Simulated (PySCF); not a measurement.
Geometry:
```tsv
atom	x (Å)	y (Å)	z (Å)
C1	2.953	-0.184	-0.448
C2	1.711	0.253	-0.667
C3	0.491	-0.124	0.101
B4	-0.589	-1.076	-0.544
C5	-1.991	-0.614	-0.024
C6	-1.682	0.404	1.083
C7	-0.348	1.034	0.677
H8	3.180	-0.877	0.368
H9	3.788	0.128	-1.080
H10	1.544	0.955	-1.495
H11	0.793	-0.782	0.953
H12	-0.358	-1.991	-1.299
H13	-2.399	-0.085	-0.916
H14	-2.737	-1.384	0.222
H15	-1.559	-0.127	2.043
H16	-2.477	1.151	1.239
H17	0.155	1.561	1.503
H18	-0.516	1.783	-0.118
```

Geometry: PBE0-D3(BJ)/def2-SVP; GIAO shifts from PySCF 2.14, gas phase, non-relativistic, averaged over equivalent atoms.

At KT2/pcSseg-1 (174 basis functions, 29 s wall time on 1 thread of an Arm Neoverse V2, shared host):
```csv
atoms,δ (ppm)
C2,138.6
C1,110.0
C3,62.3
C7,37.0
C5,36.5
C6,29.7
B4,85.0
H12,7.46
H10,5.86
H8,5.09
H9,5.00
H14,2.28
H16,2.14
H17,2.11
H11,1.46
H15,1.40
H18,1.31
H13,0.67
```

δ = σ(ref) − σ, references computed at the same level: TMS for 13C (183.22 ppm) and 1H (31.18 ppm); BF3·OEt2 for 11B (99.90 ppm).

Predict the values at PBE0/pcSseg-1 on the same geometry.

Answers


| atoms | δ at PBE0/pcSseg-1 | change |
| --- | --- | --- |
| C2 | 149.3 | +10.7 |
| C1 | 119.3 | +9.3 |
| C3 | 60.1 | -2.2 |
| C7 | 36.3 | -0.7 |
| C5 | 35.3 | -1.2 |
| C6 | 28.6 | -1.1 |
| B4 | 90.7 | +5.7 |
| H12 | 7.51 | +0.05 |
| H10 | 6.01 | +0.15 |
| H8 | 5.28 | +0.19 |
| H9 | 5.21 | +0.21 |
| H14 | 2.11 | -0.17 |
| H16 | 2.03 | -0.11 |
| H17 | 2.02 | -0.09 |
| H11 | 1.39 | -0.07 |
| H15 | 1.40 | +0.00 |
| H18 | 1.34 | +0.03 |
| H13 | 0.60 | -0.07 |

δ = σ(ref) − σ, references computed at the same level: 13C (184.41 ppm), 1H (31.27 ppm) vs TMS; 11B (100.73 ppm) against BF3·OEt2.

The largest change is at C2 (alkene CH). Cost: 174 basis functions, 21 s wall time on 1 thread of an Arm Neoverse V2, shared host. The order of the carbon signals is the same at both levels.

A carbon bonded to boron is broadened by the quadrupolar boron nucleus and is often missing from a measured spectrum.
